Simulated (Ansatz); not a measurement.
Gas-phase electronic energies from Ansatz, PBE0-D4/def2-TZVP geometries. CCSD(T)/CBS adds triple-zeta CCSD(T) − MP2 to the extrapolated MP2 energy (def2 sets, frozen cores). This one scheme is used for every species. Each species was taken in one conformer, which may not be the lowest.

Reaction (formal exchange of groups at a C–F bond): `FC[SiH](F)[SiH3]` + `[AlH3]` → `F[SiH]([SiH3])[CH2][AlH2]` + H–F

`FC[SiH](F)[SiH3]`:

Z-matrix (Å, degrees):
```
C
Si 1 1.894
F 1 1.394 2 108.0
H 1 1.095 2 111.7 3 119.2
H 1 1.095 2 112.2 3 -119.3
Si 2 2.344 1 111.1 3 -54.3
F 2 1.609 1 106.5 3 -174.4
H 2 1.487 1 109.5 3 69.5
H 6 1.486 2 109.3 1 67.6
H 6 1.487 2 110.1 1 -52.4
H 6 1.487 2 109.9 1 -172.6
```

`[AlH3]`:

Cartesian coordinates in Å:
```
Al 0.000 0.000 0.000
H 0.309 0.596 1.437
H 0.630 -1.389 -0.434
H -0.939 0.793 -1.003
```

`F[SiH]([SiH3])[CH2][AlH2]`:

Z-matrix (Å, degrees):
```
Si
Si 1 2.348
C 1 1.832 2 100.4
F 1 1.606 2 111.2 3 123.8
H 1 1.485 2 109.7 3 -117.9
H 2 1.532 1 100.7 3 30.9
H 2 1.486 1 115.0 3 -79.6
H 2 1.484 1 120.2 3 144.8
Al 3 1.991 1 104.8 2 -38.5
H 3 1.095 1 111.1 2 76.8
H 3 1.094 1 112.8 2 -160.6
H 9 1.589 3 118.1 1 -63.3
H 9 1.586 3 118.7 1 130.1
```

H–F:

Cartesian coordinates in Å:
```
F -0.112 -0.057 0.442
H 0.112 0.057 -0.442
```

```csv
species,CCSD(T)/CBS(def2) energy (Eh)
`FC[SiH](F)[SiH3]`,-819.44559
`[AlH3]`,-243.78045
`F[SiH]([SiH3])[CH2][AlH2]`,-962.88751
H–F,-100.39570
```

(1) Work out ΔE.

Largest T1 diagnostic among the species: 0.012.

## Answers

(1) ΔE = (-962.88751) + (-100.39570) − (-819.44559) − (-243.78045) = -0.05717 Eh = -150.1 kJ/mol.

From PBE to PBE0 (25 % exact exchange), in def2-TZVPP and without D4, ΔE moves by −4.1 kJ/mol. The D4 term adds −13.5 kJ/mol with B3LYP and −7.3 kJ/mol with PBE0; it sums over pairs of atoms, weighted by their polarisabilities, and B3LYP, whose exchange is more repulsive, gets the larger term. In def2-TZVPP, CCSD(T) changes the Hartree–Fock value by −50.9 kJ/mol (the triples alone add −6.7 kJ/mol) and MP2 by −65.3 kJ/mol.

B3LYP here is the variant with VWN-RPA as its local correlation; programs differ in this.
